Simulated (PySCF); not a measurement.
GaHClBr, SMILES [Cl][GaH][Br]. Geometry optimised at TPSSh-D3(BJ)/def2-SVP.

These are TPSSh-D3(BJ)/def2-SVP (PySCF) values and carry that method's errors.

Harmonic wavenumbers (cm⁻¹): 114, 307, 428, 428, 602, 2053. Rotational constants (GHz): 8.469, 1.332, 1.151; symmetry number 1.

Question: Work out the zero-point energy and the ideal-gas rigid-rotor harmonic-oscillator thermochemistry at 298.15 K and 1 atm.

Answer: ZPE = ½ Σ hcν = ½ × 3932 cm⁻¹ = 23.52 kJ/mol. H − E(el) = 38.28 kJ/mol. Entropy in J/(mol K): translation 173.93, rotation 115.50, vibration 28.31, total 317.73. G − E(el) = -56.45 kJ/mol. Cp = 64.45 J/(mol K). Modes under 150 cm⁻¹ make the vibrational entropy uncertain.
